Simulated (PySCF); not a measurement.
Record of a relaxation.

HgMe2, C2H6Hg (singlet state).
Bonds: Hg1–C2, Hg1–C6. Hydrogens: H3, H4, H5 on C2; H7, H8, H9 on C6.

Computed by this run: PBE0-D3(BJ)/def2-SVP geometry optimisation, gas phase, def2 core potentials past Kr (PySCF); density fitting, grid level 1; the optimiser is geomeTRIC in internal coordinates, started from a GFN2-xTB structure with every atom displaced at random (about 0.03 Å). The frame can shift and turn from step to step; on so coarse a grid that alone can change the energy by a few meV, and forces under 0.02 eV/Å are noise.

Step 0: E = -6342.7607 eV, largest atomic force 3.391 eV/Å
```
atom  x, y, z in Å  |  force x, y, z in eV/Å
Hg1     0.067   -0.067    0.013   -0.473   0.323  -0.187
C2     -0.021   -0.030    2.341    2.613   0.371  -0.955
H3     -0.500    0.896    2.715    0.259  -0.105  -0.289
H4      1.112   -0.101    2.724   -2.475   0.154  -0.728
H5     -0.597   -0.879    2.686   -0.165  -0.570   0.107
C6     -0.008    0.032   -2.355    2.096  -1.449   2.237
H7     -0.989    0.013   -2.729   -1.864  -0.015  -0.402
H8      0.559   -0.851   -2.747   -0.369   0.444   0.334
H9      0.510    0.918   -2.673    0.379   0.848  -0.117
```

Step 1: E = -6343.2741 eV, largest atomic force 1.943 eV/Å
```
atom  x, y, z in Å  |  force x, y, z in eV/Å
Hg1     0.056   -0.052    0.009   -0.366   0.243  -0.205
C2     -0.005   -0.030    2.255    1.107   0.008  -1.125
H3     -0.478    0.896    2.617    0.099  -0.008  -0.107
H4      1.065   -0.096    2.618   -1.025   0.056  -0.213
H5     -0.584   -0.892    2.600   -0.006  -0.171   0.059
C6      0.004    0.024   -2.266    0.804  -0.563   1.677
H7     -1.016    0.004   -2.636   -0.459   0.034  -0.067
H8      0.563   -0.853   -2.640   -0.169   0.138   0.051
H9      0.527    0.929   -2.583    0.016   0.261  -0.071
```

Step 2: E = -6343.5657 eV, largest atomic force 0.589 eV/Å
```
atom  x, y, z in Å  |  force x, y, z in eV/Å
Hg1     0.026   -0.025   -0.003   -0.113   0.070   0.005
C2      0.009   -0.031    2.108   -0.293  -0.031  -0.510
H3     -0.461    0.893    2.470    0.015   0.015   0.114
H4      1.034   -0.096    2.469    0.302  -0.021   0.281
H5     -0.569   -0.897    2.459    0.023  -0.002   0.133
C6      0.015    0.017   -2.114    0.206  -0.064   0.442
H7     -1.017    0.000   -2.484   -0.030   0.027  -0.143
H8      0.565   -0.859   -2.486   -0.041  -0.018  -0.160
H9      0.531    0.929   -2.445   -0.070   0.025  -0.163
```

Step 3: E = -6343.5809 eV, largest atomic force 0.168 eV/Å
```
atom  x, y, z in Å  |  force x, y, z in eV/Å
Hg1     0.017   -0.017   -0.003   -0.022   0.019   0.007
C2      0.007   -0.032    2.102    0.008  -0.038  -0.162
H3     -0.459    0.889    2.481    0.004   0.013   0.071
H4      1.036   -0.097    2.487   -0.027   0.001   0.058
H5     -0.567   -0.896    2.470    0.018   0.013   0.060
C6      0.020    0.016   -2.109    0.042   0.015   0.162
H7     -1.011    0.000   -2.494    0.040   0.011  -0.054
H8      0.562   -0.859   -2.497   -0.015  -0.021  -0.073
H9      0.527    0.927   -2.463   -0.047  -0.013  -0.069
```

Step 4: E = -6343.5839 eV, largest atomic force 0.070 eV/Å
```
atom  x, y, z in Å  |  force x, y, z in eV/Å
Hg1     0.013   -0.010   -0.003    0.017  -0.008  -0.009
C2      0.006   -0.033    2.103   -0.064   0.008  -0.027
H3     -0.455    0.885    2.498   -0.003  -0.003   0.004
H4      1.029   -0.099    2.499    0.059  -0.004   0.006
H5     -0.564   -0.895    2.483   -0.004   0.003  -0.005
C6      0.024    0.016   -2.109   -0.017   0.017   0.013
H7     -1.003    0.001   -2.506    0.014  -0.004   0.008
H8      0.560   -0.859   -2.509    0.000  -0.004   0.007
H9      0.522    0.924   -2.483   -0.002  -0.006   0.003
```

Step 5: E = -6343.5840 eV, largest atomic force under 0.02 eV/Å
```
atom  x, y, z in Å  |  force x, y, z in eV/Å
Hg1     0.014   -0.010   -0.003    0.005  -0.001   0.007
C2      0.005   -0.032    2.101    0.003   0.004   0.012
H3     -0.457    0.885    2.497    0.002  -0.003   0.002
H4      1.031   -0.099    2.496   -0.009  -0.001  -0.007
H5     -0.565   -0.895    2.480    0.000   0.000  -0.001
C6      0.025    0.016   -2.106   -0.001   0.005  -0.014
H7     -1.003    0.000   -2.503    0.001  -0.003   0.002
H8      0.560   -0.859   -2.506   -0.001   0.000   0.001
H9      0.522    0.924   -2.481    0.001  -0.001  -0.002
```

Question: Summarise the path.

Answer: The energy falls by 0.8233 eV from step 0 to step 5; nine tenths of that is first reached at step 2. It falls at every step. The largest force goes from 3.391 to under 0.02 eV/Å. Among the bonds Hg1–C6 changes most, from 2.371 to 2.103 Å; the atoms move by 0.217 Å rms after alignment.

What follows is the cost of the whole optimisation. On an Intel Xeon Platinum 8488C with one thread, no GPU, shared host with 96 logical CPUs at a one-minute load of 63, this took 32 s and 0.37 GiB of memory at its peak.
